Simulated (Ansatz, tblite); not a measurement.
Cost and result up the ladder for the cluster In2As3 (the lowest doublet isomer of a short search) (5 atoms). Charge 0, multiplicity 2. Geometry: r2SCAN-D4/def2-SVP.

```xyz
5

In   -1.0853   -2.2398   -0.7401
In    0.3481    2.5639    0.2181
As    0.4680    0.1087   -1.2448
As    1.2814   -0.5635    0.9073
As   -1.0122    0.1307    0.8594
```

Ansatz on 4 threads of Arm Neoverse V2 on a shared host; xTB runs through tblite on one thread. Times are rough, summed over both states, and most runs start from the orbitals of an earlier one. r2SCAN0-D4/def2-TZVP serves as the yardstick here, not as an exact answer. The other state is a quartet at its own geometry, which has other bonds, so the gap mixes isomer and spin.

In the def2 sets In takes a core potential; there is no spin–orbit coupling. The xTB rows come from tblite. The structure comes from a short search, and lower isomers may exist.

Run but left out: MP2/def2-TZVP (quartet: ⟨S²⟩ 3.95, where a pure state has 3.75).

xTB has no spin-polarisation term.

| level | functions | wall time | quartet − doublet (eV) | difference from r2SCAN0-D4/def2-TZVP (eV) | remarks |
| --- | --- | --- | --- | --- | --- |
| GFN1-xTB | 45 | 0.01 s | 1.54 | 0.11 | – |
| GFN2-xTB | 45 | 0.012 s | 1.79 | 0.36 | – |
| PBE-D4/def2-TZVP | 244 | 15 s | 1.57 | 0.14 | – |
| PBE0-D4/def2-TZVP | 244 | 30 s | 1.52 | 0.09 | – |
| HF/def2-TZVP (with forces) | 244 | 36 s | 0.86 | -0.57 | spin-contaminated (⟨S²⟩ 0.83) (doublet), spin-contaminated (⟨S²⟩ 3.95) (quartet) |
| r2SCAN-D4/def2-TZVP | 244 | 36 s | 1.46 | 0.03 | – |
| r2SCAN0-D4/def2-TZVP | 244 | 52 s | 1.42 | 0.00 | – |
